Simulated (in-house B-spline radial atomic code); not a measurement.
Br²⁺. Computed with a B-spline radial atomic code. Model: non-relativistic spherical atom: semilocal Troullier-Martins pseudo-atom, one channel per l, against all electrons, high spin, G0W0 and RPA with empty states to l = 8, local potential for every l without a channel, a model core (radius 0 = none) keeps its share of the functional.

What the tables leave out is listed at the end.

The pseudopotential gives back the lowest level of each angular momentum of its own functional in the configuration it was made in; a second state of the same l is only approximately right. Exact exchange, RPA and GW see the smooth pseudo-orbitals and miss the exchange with the core, for which the functional's share stands in. The column with an uncorrelated core keeps all orbitals and exact exchange, and so separates missing core correlation from pseudisation. Only the three outermost levels and the lowest empty one were computed. RPA here is direct RPA, with no exchange kernel, and its energies carry an (l + 1/2)⁻⁴ tail. A hybrid on a potential with a model core restores only its own semilocal share of the core's exchange.

Command:
```bash
python run_psgw.py task.json out
```
Settings (lengths in bohr, energies in hartree):
```
Z                      35
electrons              33
configuration          [Ar] 3d10 4s2 4p3
generated_in           [Ar] 3d10 4s2 4p3
functional             lda,vwn
core_shells            6
radius_factor          1
core_correction        True
```

Cost of the run: 16 s on 1 thread of Intel(R) Xeon(R) Platinum 8488C (Sapphire Rapids), with other jobs on the host.

Given: made with LDA VWN5; model core radius 1.101 bohr; local radius 1.549 bohr; mean-field start LDA VWN5.

Valence shells of the generating configuration: 4s, 4p.

Channel: s 1.411, p 1.597, d 2.334 (radii in bohr).

Computed: largest level miss in the spin-unpolarised generating configuration 0 eV; valence RPA correlation energy all-electron orbitals -0.19859 hartree; valence RPA correlation energy pseudo -0.21467 hartree; pseudo-atom RPA polarisability 7.3857 bohr³.

| level | occupied | mean-field all-electron (eV) | mean-field pseudo minus all (eV) | G0W0 all-electron (eV) | G0W0 uncorrelated core minus all (eV) | G0W0 pseudo minus all (eV) | exchange self-energy all-electron (eV) | exchange self-energy pseudo (eV) |
| --- | --- | --- | --- | --- | --- | --- | --- | --- |
| 4p up | 1 | -29.435 | -0.011 | -35.236 | 0.234 | -0.178 | -23.103 | -19.453 |
| 4s down | 1 | -39.441 | 0.009 | -44.655 | 0.563 | -0.398 | -20.482 | -15.083 |
| 4p down (empty) | 0 | -26.701 | 0.009 | -21.879 | 0.28 | -0.573 | -6.8466 | -3.2453 |

(1) What is the all-electron RPA polarisability, core included?

Given: mean-field start PBE0.

Computed: valence RPA correlation energy all-electron orbitals -0.18261 hartree; valence RPA correlation energy pseudo -0.19714 hartree; pseudo-atom RPA polarisability 6.862 bohr³.

```
          level  occupied  mean-field all-electron (eV)  mean-field pseudo minus all (eV)  G0W0 all-electron (eV)  G0W0 uncorrelated core minus all (eV)  G0W0 pseudo minus all (eV)  exchange self-energy all-electron (eV)  exchange self-energy pseudo (eV)
          4p up         1                       -31.054                             0.119                 -35.379                                  0.225                       0.214                                 -22.946                           -19.355
        4s down         1                       -40.215                             0.405                 -44.591                                  0.562                       0.674                                  -20.22                           -14.912
4p down (empty)         0                        -24.77                             0.094                 -21.693                                   0.27                       0.058                                 -6.5074                            -3.175
```

(2) What is the all-electron RPA polarisability, core included?

## Answers

(1) 7.373 bohr³.

(2) 6.7224 bohr³.

Among the listed levels the largest G0W0 shift of the pseudo-atom is +0.67 eV, for 4s down on the PBE0 start, while leaving the core uncorrelated moves that level by +0.56 eV. The rest, +0.11 eV, comes from pseudisation and the lost core exchange. Not in the tables (levels of low weight, unsolved or above zero; the highest and the empty levels are kept at any weight): on LDA the G0W0 levels 4s up (pseudo minus all +0.07 eV, weights 0.30 and 0.31); on PBE0 the G0W0 levels 4s up (pseudo minus all +0.60 eV, weights 0.39 and 0.37); no Hartree-Fock pseudo-atom is run with a model core.
